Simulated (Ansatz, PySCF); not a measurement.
Gas-phase reaction in SMILES: BN (BNH4) + H+ → B[NH3+]
Geometries: B3LYP-D3(BJ)/def2-TZVP minima from Ansatz (a quantum-chemistry and plane-wave program), one conformer each, not searched for the lowest. Frequencies are from Ansatz or PySCF.

Quantity: proton affinity (enthalpy at 298 K, with B3LYP-D3(BJ) rigid-rotor harmonic-oscillator terms), positive where the reaction releases energy, in kJ/mol. Correlated levels leave the core frozen unless marked. Spin-orbit coupling is left out. No relativistic terms. CBS(X,Y): correlation extrapolated as X^-3; Hartree-Fock from the larger set.

```
level                                program  proton affinity (kJ/mol)
----------------------------  --------------  ------------------------
r2SCAN-D3(BJ)/def2-TZVPD      Ansatz + dftd3                (withheld)
B2GP-PLYP-D3(BJ)/def2-TZVPD   Ansatz + dftd3                (withheld)
CCSD(T)/CBS(cc-pVTZ,cc-pVQZ)          Ansatz                     757.4
```

Fill in the missing entries.


- r2SCAN-D3(BJ)/def2-TZVPD, proton affinity (kJ/mol): 751.3
- B2GP-PLYP-D3(BJ)/def2-TZVPD, proton affinity (kJ/mol): 752.6
